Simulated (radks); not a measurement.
All-electron atom: Ho+ in [Xe] 4f10 6s2 (not the ground configuration). Calculated with a radial shooting solver on a logarithmic mesh with Libxc functionals: Dirac Kohn-Sham, PBE, spin-unpolarised, spherical densities, point nucleus; open shells fill j = l - 1/2 first.

Normalised radial functions P(r) = r R(r) (large component), r in bohr:

```
   r/bohr * 4d5/2 (the largest magnitude, 1.37, reaches the edge; | marks zero)
 0.001015                             *
 0.001376                             *
 0.001865                             *
 0.002527                             *
 0.003425                             *
 0.004642                             *
 0.006291                             *
 0.008595                             *
  0.01165                             *
  0.01579                             *
   0.0214                             |*
    0.029                             | *
   0.0393                             |  *
  0.05326                             |     *
  0.07218                             |         *
  0.09783                             |             *
   0.1326                             |               *
   0.1797                             |            *
   0.2435                             | *
     0.33               *             |
   0.4473   *                         |
   0.6062  *                          |
   0.8215           *                 |
    1.122                     *       |
    1.521                           * |
    2.061                             *
    2.794                             *
    3.786                             *
    5.132                             *
    6.955                             *
    9.426                             *
```

4d5/2: eigenvalue -171.69 eV, 1 radial node at r = 0.252 bohr, <r> = 0.599 bohr, 90 % of the charge inside 0.901 bohr.
